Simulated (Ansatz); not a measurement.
Energy needed to pull apart CH$_{5}$AsSi (SMILES [SiH2]=C[AsH2]), singlet, into free ground-state atoms, from the structure below (displaced at random from a GFN2-xTB minimum); no zero-point or spin–orbit terms; open-shell atoms are treated unrestricted, in their ground-state multiplicity.

Si1  (-1.120, 0.818, -0.170)
C2  (0.639, 0.557, -0.171)
As3  (1.579, -1.111, 0.131)
H4  (-2.102, -0.266, 0.039)
H5  (-1.747, 2.115, -0.438)
H6  (1.302, 1.394, -0.357)
H7  (0.880, -1.467, 1.470)
H8  (0.575, -2.035, -0.555)
(Å)

Computed with Ansatz 0.2.0 (basis: def2-TZVPP); correlated methods freeze the cores. Filled d shells of the heavier atoms are correlated. The def2 sets are not built for correlating such inner shells, so the correlated values are less sure here.

```
   method  atomization energy (eV)
   PBE-D4                        ?
r2SCAN-D4                    24.31
   B97M-V                    24.52
  PBE0-D4                        ?
  wB97X-V                    24.43
  wB97M-V                    24.23
       HF                    16.74
      MP2                    23.53
     CCSD                    23.21
  CCSD(T)                    23.66
```

Task: What does PBE-D4 give? (An estimate is asked for; the value comes from the calculation.)

Result: The calculation gives: 24.56 eV, which is about 0.90 eV more than CCSD(T)/def2-TZVPP.

Task: What does PBE0-D4 give? (Judge from chemistry; the value comes from the calculation.)

Result: By the calculation: 24.10 eV, which is about 0.44 eV more than CCSD(T)/def2-TZVPP.

In triple zeta the MP2 and coupled-cluster atomization energies are still short of their basis limit by a few kcal/mol a bond, whereas those of the functionals are nearly converged, so these differences are not deviations from converged CCSD(T).

The T1 diagnostic stays at or below 0.015. The restricted Hartree–Fock reference is unstable towards an unrestricted one here.

For scale, one of the runs: CCSD(T)/def2-TZVPP forces, 191 basis functions (an equivalent command: `ansatz run in.yaml --threads 4`). The run took 4.2 min on 4 CPU threads (shared host), with 3.8 GiB of host memory at its peak.
